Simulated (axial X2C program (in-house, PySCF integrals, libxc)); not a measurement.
## Outer orbitals of MgNi⁺ at 2.377 Å, HF

Computed with an in-house all-electron X2C program for linear molecules (integrals from PySCF). Spin-free means the one-electron spin-free X2C Hamiltonian; two-component (2c) means X2C with spin–orbit coupling and atomic mean-field two-electron Coulomb and Gaunt terms, so the difference of the two also holds small scalar two-electron terms. Basis: Ni dyall-v2z [7s8p4d2f], Mg dyall-v2z [7s7p3d] (cores contracted in-house); Gaussian nuclei, density fitting, unrestricted open shells. Masses: Ni 57.935 u, Mg 23.985 u.

The distance is close to the 2c PBE0 minimum; the highest filled and lowest empty levels are listed.

Spin-free orbitals, state M_S = 1/2, Λ = 2 (beyond evenly filled blocks: δ+α, δ+β, δ-α) (Löwdin shares):

| symmetry | occupied | ε (eV) | atomic character |
| --- | --- | --- | --- |
| δ+α | yes | -20.06 | 100% Ni d |
| δ-α | yes | -20.06 | 100% Ni d |
| δ+β | yes | -18.60 | 100% Ni d |
| π+α | yes | -18.48 | 99% Ni d |
| π-α | yes | -18.48 | 99% Ni d |
| σα | yes | -18.26 | 97% Ni d |
| π+β | yes | -17.69 | 99% Ni d |
| σβ | yes | -16.84 | 95% Ni d, 3% Mg s |
| π-β | yes | -16.63 | 99% Ni d |
| σα | yes | -13.17 | 50% Mg s, 33% Ni s, 10% Ni p |
| σβ | yes | -12.93 | 60% Mg s, 24% Ni s, 11% Ni p |
| σβ | no | -4.80 | 54% Mg p, 27% Ni s, 10% Mg s |
| σα | no | -4.78 | 46% Mg p, 21% Ni s, 18% Mg s |
| π+β | no | -3.60 | 70% Mg p, 29% Ni p |
| π-α | no | -3.57 | 64% Mg p, 36% Ni p |
| π+α | no | -3.57 | 64% Mg p, 36% Ni p |
| π-β | no | -3.57 | 72% Mg p, 28% Ni p |

Spinors with spin–orbit coupling (state Ω = 5/2):

```
   ω  occupied  ε (eV)              atomic character     λ mixture
-3/2       yes  -20.16                     100% Ni d        100% δ
 5/2       yes  -19.94                     100% Ni d        100% δ
 3/2       yes  -18.74                     100% Ni d  89% δ, 11% π
-1/2       yes  -18.55                      99% Ni d   99% π, 1% σ
 3/2       yes  -18.39                      99% Ni d  89% π, 11% δ
 1/2       yes  -18.30                      98% Ni d   94% σ, 6% π
 1/2       yes  -17.71                      99% Ni d   94% π, 6% σ
-1/2       yes  -16.83             95% Ni d, 3% Mg s   99% σ, 1% π
-3/2       yes  -16.58                      99% Ni d        100% π
 1/2       yes  -13.17  50% Mg s, 33% Ni s, 10% Ni p        100% σ
-1/2       yes  -12.92  60% Mg s, 24% Ni s, 11% Ni p        100% σ
-1/2        no   -4.80   54% Mg p, 27% Ni s, 9% Mg s        100% σ
 1/2        no   -4.78  46% Mg p, 21% Ni s, 18% Mg s        100% σ
 1/2        no   -3.61            70% Mg p, 29% Ni p        100% π
-1/2        no   -3.57            63% Mg p, 36% Ni p        100% π
-3/2        no   -3.56            72% Mg p, 28% Ni p        100% π
 3/2        no   -3.56            64% Mg p, 36% Ni p        100% π
```

Mulliken charges and populations of the two-component result (they depend on the basis, above all on diffuse functions):

Ni 0.32 e (s 6.60 p 12.14 d 8.94), Mg 0.68 e (s 5.22 p 6.08 d 0.02). ⟨Lz⟩ = 2.00 ħ and ⟨Sz⟩ = 0.50 ħ (0.58 and -0.08 on the two atoms), which add up to Ω.

The state is a single determinant with fixed occupations, the lowest that a limited PBE0 search found. PBE0 can misorder states that lie within some tenths of an eV, so this need not be the ground state of the molecule. The nearest other spin-free determinant of the search, M_S = 1/2, Λ = 0, lies 0.05 eV up at the distance of the search. The determinant is spin-polarised beyond a pure state at some levels (its spin-free form has ⟨S²⟩ too high), which makes Re and μ there less reliable.
